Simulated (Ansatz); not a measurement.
```yaml
crystal:
  periodic: [false, false, false]
  atoms:
    - {symbol: O, position_ang: [-0.259826, 0.707328, -2.129662]}
    - {symbol: Ga, position_ang: [0.192849, 0.779521, -0.399144]}
    - {symbol: C, position_ang: [0.510251, -0.976740, 0.406062]}
    - {symbol: S, position_ang: [-1.050027, -1.148325, 1.342388]}
    - {symbol: H, position_ang: [-0.556589, 1.543027, -2.494187]}
    - {symbol: H, position_ang: [0.155304, 2.143511, 0.364706]}
    - {symbol: H, position_ang: [1.372559, -1.141859, 1.047773]}
    - {symbol: H, position_ang: [0.475375, -1.755118, -0.356648]}
    - {symbol: H, position_ang: [-0.839897, -0.151355, 2.218712]}
basis:
  gaussian: {orbitals: def2-SVPD, fitting: {mean_field: cc-pVTZ-jkfit}}
total_charge: -1
magnetization: {spin_polarized: false, initial_magnetization: 1}
hamiltonian: {xc: {name: B3LYP}, dispersion: d3bjatm}
```

```sh
$ ansatz run in.yaml --threads 4 --pin off --events-out ev --progress --plain --max-ram 10444MiB
```

It prints (some lines left out):

```
Functional definition: B3LYP
636 factors; integrals over basis functions are off by at most 2.1e-1 eV
mean field evaluation 1: about -66364.3116 eV, gradient 4.9e1 eV
mean field evaluation 2: about -66364.3114 eV, gradient 4.9e1 eV
mean field evaluation 4: about -66367.8851 eV, gradient 1.9e1 eV
mean field evaluation 8: about -66368.8224 eV, gradient 1.6e-1 eV
mean field evaluation 16: about -66368.8227 eV, gradient 1.2e-3 eV
mean field -66368.82273350 eV, -2439.0092490523 hartree, gradient 8.4e-6 eV, S^2 0.750000; 11 other end points of the search recorded, 0 dependent functions left out
reference -66368.82299115 eV, -2439.0092585208 hartree; 34, 33 occupied and 114, 115 virtual orbitals, 636 factors
Total energy: -66369.15552632 eV, -2439.0214789630 hartree
```

Run time 13 s (4 threads of an AMD EPYC 7R13 on a shared host); peak host memory 0.43 GiB.
